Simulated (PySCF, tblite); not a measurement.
Rigid-rotor lines calculated for a species of formula C3H7FO2Si2 (commonest isotopes; wB97X-D/def2-SVPD in PySCF (dipole) on a GFN2-xTB geometry, gas phase), labelled J(Ka,Kc):

```
     transition     MHz
2(0,2) ← 1(0,1)  4670.2
1(0,1) ← 0(0,0)  2414.2
2(1,2) ← 1(1,1)  4418.3
2(1,1) ← 1(1,0)  5238.3
1(1,1) ← 0(0,0)  2967.4
```

Question: Find the rotational constants.

Answer: 1(0,1) ← 0(0,0) is B + C, 2(1,1) ← 1(1,0) is 3B + C and 2(1,2) ← 1(1,1) is B + 3C, so B − C is half the difference of the last two, 410.0 MHz. 1(1,1) ← 0(0,0) is A + C. A = 1965.4, B = 1412.1, C = 1002.1 MHz.

Question: What moments of inertia, asymmetry and inertial defect follow?

Answer: I = 505379 MHz·u·Å² over each constant: Ia = 257.14, Ib = 357.89, Ic = 504.34 u·Å²; κ = (2B − A − C)/(A − C) = -0.149 (asymmetric top); Δ = Ic − Ia − Ib = -110.70 u·Å².

Question: Which dipole components do these lines need?

Answer: μa and μb (a-type: ΔKa even, ΔKc odd; b-type: both odd). The calculation gives |μa| = 1.59 D, |μb| = 1.73 D, |μc| = 0.94 D.

Question: Predict further lines from these constants: 3(3,1) ← 3(2,2); 3(3,0) ← 3(2,1); 2(1,1) ← 2(0,2); 3(2,2) ← 2(2,1); 3(2,2) ← 3(1,3); 1(1,1) ← 1(0,1); 3(2,2) ← 2(1,2); 2(2,0) ← 2(1,1); 3(1,3) ← 2(1,2); 3(2,1) ← 2(1,2); 1(1,0) ← 1(1,1); 3(1,2) ← 3(0,3); 3(3,1) ← 3(2,1); 3(3,0) ← 2(2,0); 3(2,2) ← 3(1,2).

Answer: 
```json
{"transition": "1(1,0) ← 1(1,1)", "MHz": "410", "type": "a", "branch": "Q"}
{"transition": "1(1,1) ← 1(0,1)", "MHz": "553", "type": "c", "branch": "Q"}
{"transition": "3(2,2) ← 3(1,2)", "MHz": "1172", "type": "c", "branch": "Q"}
{"transition": "2(1,1) ← 2(0,2)", "MHz": "1531", "type": "b", "branch": "Q"}
{"transition": "2(2,0) ← 2(1,1)", "MHz": "1818", "type": "b", "branch": "Q"}
{"transition": "3(1,2) ← 3(0,3)", "MHz": "2541", "type": "b", "branch": "Q"}
{"transition": "3(3,1) ← 3(2,1)", "MHz": "3197", "type": "c", "branch": "Q"}
{"transition": "3(3,0) ← 3(2,1)", "MHz": "3239", "type": "b", "branch": "Q"}
{"transition": "3(2,2) ← 3(1,3)", "MHz": "3590", "type": "b", "branch": "Q"}
{"transition": "3(3,1) ← 3(2,2)", "MHz": "3877", "type": "b", "branch": "Q"}
{"transition": "3(1,3) ← 2(1,2)", "MHz": "6542", "type": "a", "branch": "R"}
{"transition": "3(2,2) ← 2(2,1)", "MHz": "7242", "type": "a", "branch": "R"}
{"transition": "3(2,2) ← 2(1,2)", "MHz": "10132", "type": "c", "branch": "R"}
{"transition": "3(2,1) ← 2(1,2)", "MHz": "10812", "type": "b", "branch": "R"}
{"transition": "3(3,0) ← 2(2,0)", "MHz": "11003", "type": "c", "branch": "R"}
```

Question: Which structure gave them?

Answer: `C=C[C@@H]1O[Si@H](F)O[SiH2]1`, point group C1. Three constants can't fix a structure by themselves; this is the one that was computed:
```xyz
15
C3H7FO2Si2 angstrom
C      2.169    0.436   -0.572
C      1.538   -0.647   -0.158
C      0.068   -0.880   -0.265
O     -0.545    0.023   -1.182
Si    -1.684    1.020   -0.641
F     -1.197    2.540   -0.708
O     -1.798    0.602    0.937
Si    -0.827   -0.603    1.442
H      1.641    1.236   -1.064
H      3.231    0.556   -0.451
H      2.066   -1.454    0.334
H     -0.104   -1.890   -0.655
H     -2.955    0.875   -1.293
H     -1.674   -1.734    1.796
H      0.066   -0.072    2.457
```

The values belong to one conformer (point group C1) with, in the numbering `[CH2:1]=[CH:2][C@@H:3]1[O:4][Si@H:5]([F:6])[O:7][SiH2:8]1`, C1–C2–C3–O4 16°. Its GFN2-xTB frequencies are all real (lowest 44 cm⁻¹). Zero-point vibration and centrifugal distortion are left out.
